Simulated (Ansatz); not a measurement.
A structure relaxed at PBE0-D4/def2-TZVP, charge 0, multiplicity 1:

| atom | x (Å) | y (Å) | z (Å) |
| --- | --- | --- | --- |
| O1 | 0.2343 | -1.3364 | 1.4647 |
| Si2 | -0.5779 | -1.2057 | 0.0404 |
| O3 | -2.1029 | -0.6345 | 0.2120 |
| C4 | 0.4872 | -0.0631 | -0.9739 |
| Si5 | 0.9604 | 1.5295 | -0.1474 |
| Cl6 | -0.7410 | 2.4496 | 0.6142 |
| H7 | -0.1478 | -1.8869 | 2.1496 |
| H8 | -0.7556 | -2.5336 | -0.5927 |
| H9 | -2.1811 | 0.2844 | 0.4850 |
| H10 | 1.4212 | -0.5823 | -1.2226 |
| H11 | -0.0252 | 0.1578 | -1.9156 |
| H12 | 1.8832 | 1.3196 | 0.9888 |
| H13 | 1.5451 | 2.5016 | -1.1026 |

Give its formula and SMILES.

CH7ClO2Si2, `O[SiH](O)C[SiH2]Cl`.

Point group (tolerance 0.08 Å, 0.16 Å for H)?

C1.

Summarise the bond lengths by kind.

2 × O–Si 1.637 to 1.645 Å; 2 × H–O 0.958 to 0.962 Å; 2 × C–Si 1.856 to 1.862 Å; 3 × H–Si 1.479 to 1.483 Å; 2 × C–H 1.095 to 1.097 Å; 1 × Cl–Si 2.079 Å.

Results of the Gaussian-basis code of Ansatz.
